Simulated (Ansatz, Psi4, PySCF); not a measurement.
Ga, charge +1, singlet. Base run: B3LYP/6-311G** (PySCF).

PySCF was given this input:
```python
from pyscf import gto, scf, dft

mol = gto.Mole()
mol.atom = '''
    Ga    0.000000    0.000000    0.000000
'''
mol.basis = '6-311g**'
mol.charge = 1
mol.spin = 0
mol.verbose = 4
mol.build()

mf = dft.RKS(mol)
mf.xc = 'b3lyp'
mf.kernel()
```

The same geometry, method and basis name were run in Ansatz (a program for electronic structure) and Psi4 and PySCF, at each program's defaults and at the settings that a row names. The base is PySCF at its defaults. Differences at the defaults can come from grids, fitting, cores and function types together.

```json
[
 {"code and settings": "PySCF, defaults (exact integrals, its default grid, spherical functions)", "ΔE vs base (µEh)": "0.0", "basis functions": "44", "E (Eh)": "-1924.60275", "SCF cycles": "7"},
 {"code and settings": "Psi4, defaults (density fitting with its default set, its default grid, spherical functions)", "ΔE vs base (µEh)": "-63.2", "basis functions": "44", "E (Eh)": "-1924.60281", "SCF cycles": "10"},
 {"code and settings": "Ansatz, defaults (factorised integrals, its default grid, spherical functions)", "ΔE vs base (µEh)": "-0.1", "basis functions": "44", "E (Eh)": "-1924.60275", "SCF cycles": "-"},
 {"code and settings": "PySCF, density fitting with def2-universal-jkfit", "ΔE vs base (µEh)": "0.1", "basis functions": "44", "E (Eh)": "-1924.60275", "SCF cycles": "7"},
 {"code and settings": "PySCF, fine grid", "ΔE vs base (µEh)": "-0.1", "basis functions": "44", "E (Eh)": "-1924.60275", "SCF cycles": "7"},
 {"code and settings": "Psi4, exact integrals, spherical functions, fine grid", "ΔE vs base (µEh)": "-1.1", "basis functions": "44", "E (Eh)": "-1924.60275", "SCF cycles": "11"},
 {"code and settings": "Ansatz, high accuracy", "ΔE vs base (µEh)": "0.0", "basis functions": "44", "E (Eh)": "-1924.60275", "SCF cycles": "-"}
]
```
